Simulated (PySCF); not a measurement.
## Working out the ionisation energy of Ag²⁺

Ag²⁺ [Kr] 4d9 (2D) → Ag³⁺ [Kr] 4d8 (3F). Computed with PySCF 2.14 in x2c-TZVPall (8s6p6d1f, 63 functions), with scalar relativity by spin-free X2C-1e. Frozen: [Kr]. Energies in hartree (1 hartree = 27.21139 eV):

```json
{"part": "UHF", "Ag²⁺ (lower)": "-5311.852176", "Ag³⁺ (upper)": "-5310.640929"}
{"part": "MP2 opposite-spin", "Ag²⁺ (lower)": "-0.135553", "Ag³⁺ (upper)": "-0.099955"}
{"part": "MP2 same-spin", "Ag²⁺ (lower)": "-0.079458", "Ag³⁺ (upper)": "-0.063002"}
```

Problem. What does Hartree-Fock give?

Solution. (-5310.640929) − (-5311.852176) = 1.211247 hartree = 32.960 eV.

Problem. What do MP2 and SCS-MP2 (6/5 opposite-spin, 1/3 same-spin) give?

Solution. The opposite-spin parts differ by 0.969 eV and the same-spin parts by 0.448 eV. MP2: 32.960 + (0.969) + (0.448) = 34.377 eV. SCS-MP2: 32.960 + 1.2 × (0.969) + (0.448)/3 = 34.272 eV.

Reference: 34.8 ± 0.3 eV (semi-empirical (NIST evaluation); NIST Atomic Spectra Database, ionization energies), between the lowest levels; spin-orbit coupling is absent from the calculation.

What remains against the reference includes basis incompleteness, the frozen core and correlation beyond second order.
